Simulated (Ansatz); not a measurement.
All numbers were calculated with Ansatz.

A structure relaxed at PBE0-D4/def2-TZVP, charge 0, multiplicity 1:

Cartesian coordinates in Å:
```
Br 1.407 2.414 -1.547
C 0.575 0.987 -0.632
C -0.586 0.436 -1.148
C -1.192 -0.612 -0.471
C -0.641 -1.100 0.705
C 0.522 -0.536 1.207
C 1.139 0.512 0.541
H -1.010 0.821 -2.066
H -2.101 -1.048 -0.869
H -1.119 -1.919 1.230
H 0.958 -0.912 2.125
H 2.047 0.957 0.926
```

Problem. Give its formula and SMILES.

Solution. C6H5Br, `Brc1ccccc1`.

Problem. Point group (tolerance 0.08 Å, 0.16 Å for H)?

Solution. C2v.

Problem. Summarise the bond lengths by kind.

Solution. 1 × Br–C 1.889 Å; 6 × C–C 1.385 to 1.387 Å; 5 × C–H 1.082 to 1.084 Å.
